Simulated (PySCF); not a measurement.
H$_{3}$BClFSi, singlet, at a GFN2-xTB geometry. Base run: B3LYP/6-31G*, polarisability (PySCF).

The PySCF input:
```python
from pyscf import gto, scf, dft
from pyscf.prop import polarizability

mol = gto.Mole()
mol.atom = '''
    B    -0.073427   -0.180277    0.346506
    Cl    1.576097   -0.560102    0.029545
    F    -0.544012   -0.695743    1.473350
    Si   -1.212046    0.928001   -0.852314
    H    -2.539962    1.175307   -0.284974
    H    -1.415044    0.282046   -2.153408
    H    -0.606745    2.235456   -1.124158
'''
mol.basis = '6-31g*'
mol.charge = 0
mol.spin = 0
mol.verbose = 4
mol.build()

mf = dft.RKS(mol)
mf.xc = 'b3lyp'
mf.kernel()
alpha = mf.Polarizability().polarizability()[2, 2]
print('alpha_zz =', alpha)
```

Task: The base was run again with changes. Order these runs by alpha_zz (bohr³), lowest first: basis = cc-pVDZ | basis = 6-31+G* | basis = STO-3G | functional = pbe | basis = def2-SVP | functional = camb3lyp.

Result: basis = STO-3G (alpha_zz (bohr³) 19.15), functional = camb3lyp (alpha_zz (bohr³) 38.29), functional = pbe (alpha_zz (bohr³) 40.67), basis = def2-SVP (alpha_zz (bohr³) 41.69), basis = cc-pVDZ (alpha_zz (bohr³) 42.78), basis = 6-31+G* (alpha_zz (bohr³) 45.83)

Finite-field rows take the second difference of the energy in a field along z; a small field with loose convergence shows SCF noise divided by the square of the field, and a large one adds hyperpolarisability.
